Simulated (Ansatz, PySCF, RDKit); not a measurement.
Complex: CH5N (SMILES CN) (first 7 atoms) with CH6Si (SMILES C[SiH3]); geometry from B3LYP-D3(BJ)/def2-TZVP, rigid monomers moved along the line of their centres of mass till H6···Si9 is 2.99 Å.
(charge 0, multiplicity 1):
```xyz
15

C     -0.97873     0.27069     0.08909
N      0.42797     0.15753     0.47035
H     -1.23483    -0.54925    -0.58362
H     -1.12707     1.20074    -0.46169
H     -1.68814     0.25599     0.92702
H      0.59615    -0.70616     0.97162
H      0.69621     0.91703     1.08416
C      1.43031    -0.14295     3.89083
Si    -0.43086    -0.01561     3.69080
H      1.70328    -1.08078     4.37814
H      1.81010     0.67687     4.50333
H      1.93885    -0.10519     2.92606
H     -0.95005    -1.13297     2.86556
H     -0.80445     1.26016     3.03367
H     -1.09471    -0.06834     5.01610
```

Monomers are frozen at their geometry in the pair; levels with a basis set take the counterpoise correction. Rows marked so take none. RDKit's UFF carries no charges.

Cores are frozen in the correlated methods. Rows in 6-31G* carry no dispersion term and start afresh at each structure (6-31G* with six Cartesian d functions).

Run with Ansatz (a first-principles code); PySCF for 6-31G* rows; RDKit for the force fields. Values without a source in brackets are computed.

Q: What is the computed interaction energy (CCSD(T)/aug-cc-pV(D+d)Z)?

A: 0.0 kcal/mol

Q: What is the computed interaction energy (UFF)?

A: 0.3 kcal/mol

Q: Estimate the interaction energy that HF/6-31G* (no counterpoise) returns for this input.

A: 3.0 kcal/mol
